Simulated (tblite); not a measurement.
Compound: C2H5ClOSi.
Atom-mapped SMILES: `[SiH3:1][O:2]/[CH:3]=[CH:4]/[Cl:5]` (hydrogens: H6, H7, H8 on Si1; H9 on C3; H10 on C4)

Cartesian coordinates in Å at the GFN2-xTB level; atoms count from 1:
```
atom  x, y, z in Å
Si1   -1.8749   -0.2238    0.0914
O2    -0.3816    0.4301   -0.0309
C3     0.8332   -0.1262   -0.1255
C4     1.9266    0.6208   -0.2145
Cl5    3.4834   -0.0865   -0.3360
H6    -2.1633   -1.0554   -1.0784
H7    -1.9710   -1.0513    1.2953
H8    -2.6413    1.0071    0.1514
H9     0.8864   -1.2081   -0.1261
H10    1.9113    1.6981   -0.2177
```

Calculated harmonic vibrations of the isolated species, GFN2-xTB (tblite), most abundant isotopes, no scaling. Against measured fundamentals such values can be off by several per cent, at times by over 20. Modes of hydrogen on silicon can be 10 to 20 % off. One conformer, not necessarily the lowest.

Harmonic wavenumbers (cm⁻¹): 37.2, 92.7, 113.9, 276.0, 299.6, 343.7, 594.8, 631.4, 697.7, 739.9, 771.1, 797.9, 825.7, 869.6, 970.1, 1167.8, 1215.9, 1293.7, 1670.6, 2241.5, 2269.9, 2373.0, 3035.3, 3101.6.

A = 25901, B = 961.8, C = 937.1 MHz; mass 107.980 u (most abundant isotopes); point group Cs, symmetry number 1.

Q: What is the zero-point energy?

A: ½Σν̃ = 13215 cm⁻¹ = 158.09 kJ/mol.

Q: What is S at 500 K and 1 bar for an ideal gas of classical rigid rotors and harmonic oscillators?

A: Translation 177.99, rotation 119.51, vibration 127.05: S = 424.6 J/(mol K).

Q: And Cp and H(500 K) − H(0)?

A: Cp = 145.04 J/(mol K), of which vibrations give 111.78 (their classical limit is 24 R = 199.5); H(500 K) − H(0) = 47.53 kJ/mol without the zero-point energy, 30.90 from vibrations.

Q: Which modes carry the vibrational entropy at 500 K?

A: 37.2 cm⁻¹: 26.90; 92.7 cm⁻¹: 19.33; 113.9 cm⁻¹: 17.63; 276.0 cm⁻¹: 10.45; 299.6 cm⁻¹: 9.80; 343.7 cm⁻¹: 8.74 J/(mol K); the other 18 give 34.21 together.

Q: How do the functions run with temperature in this model?

A: 
```
 T (K)  S (J/(mol K))  Cp (J/(mol K))  H − H(0) (kJ/mol)  G − H(0) (kJ/mol)  ln q(vib)
   150          298.1            72.9               8.19             -36.53       2.32
   250          341.0            97.2              16.68             -68.56       3.97
298.15          359.1           108.5              21.64             -85.41       4.74
   400          394.0           129.2              33.79            -123.80       6.33
   600          452.2           157.7              62.69            -208.61       9.30
   900          521.5           183.7             114.24            -355.09      13.32
```

q(vib) and H(0) count from the zero-point level.

Hindered rotation and anharmonicity are outside this model. Other conformers, if any are populated, would add a mixing term that is left out.
